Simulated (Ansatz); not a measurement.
Consider the ligand exchange at a Te–Si bond: `N[Si](O)(O)[TeH]` + PH₃ → `P[TeH]` + `N[SiH](O)O`.

Computed with Ansatz on PBE0-D4/def2-TZVP structures; ΔE is electronic, products minus reactants. CCSD(T)/CBS adds triple-zeta CCSD(T) − MP2 to the extrapolated MP2 energy (def2 sets, frozen cores). This one scheme is used for every species. Functionals use def2-TZVPP. B3LYP here is the variant with VWN-RPA as its local correlation; programs differ in this. def2 core potentials past Kr. For Te outer-core shells are correlated without core-valence functions, which leaves a few kJ/mol of doubt a bond. One conformer a species, not always the lowest.

```json
{"level": "BLYP-D4", "ΔE (kJ/mol)": "32.2", "difference from CCSD(T)/CBS": "-2.1"}
{"level": "B3LYP-D4", "ΔE (kJ/mol)": "33.6", "difference from CCSD(T)/CBS": "-0.7"}
{"level": "r2SCAN0-D4", "ΔE (kJ/mol)": "37.1", "difference from CCSD(T)/CBS": "2.8"}
{"level": "CAM-B3LYP-D4", "ΔE (kJ/mol)": "35.8", "difference from CCSD(T)/CBS": "1.5"}
{"level": "B2PLYP", "ΔE (kJ/mol)": "30.7", "difference from CCSD(T)/CBS": "-3.6"}
{"level": "PBE0", "ΔE (kJ/mol)": "32.7", "difference from CCSD(T)/CBS": "-1.6"}
{"level": "r2SCAN0", "ΔE (kJ/mol)": "35.5", "difference from CCSD(T)/CBS": "1.2"}
{"level": "HF/def2-SVP", "ΔE (kJ/mol)": "34.6", "difference from CCSD(T)/CBS": "0.3"}
{"level": "MP2/def2-SVP", "ΔE (kJ/mol)": "43.2", "difference from CCSD(T)/CBS": "8.9"}
{"level": "CCSD(T)/def2-TZVPP", "ΔE (kJ/mol)": "35.6", "difference from CCSD(T)/CBS": "1.3"}
{"level": "CCSD(T)/CBS", "ΔE (kJ/mol)": "34.3", "difference from CCSD(T)/CBS": "0"}
```

Q: What do rigid-rotor, harmonic-oscillator terms from PBE0-D4/def2-TZVP frequencies (298.15 K, 1 bar) make of the CCSD(T)/CBS value? (Estimate.)

A: Ansatz gave: ΔZPE = +3.9 kJ/mol, ΔH = +35.3 kJ/mol, ΔS = 13 J/(mol·K), ΔG = +31.4 kJ/mol.

Largest T1 diagnostic among the species: 0.013.

From BLYP to BHLYP (50 % exact exchange), in def2-TZVPP and without D4, ΔE moves by +4.7 kJ/mol. Leaving LDA and LC-ωPBE aside and taking each functional with its dispersion term where it has one, the values spread over 6.4 kJ/mol, from B2PLYP to r2SCAN0-D4. LDA lies +8.3 kJ/mol from PBE without D4.
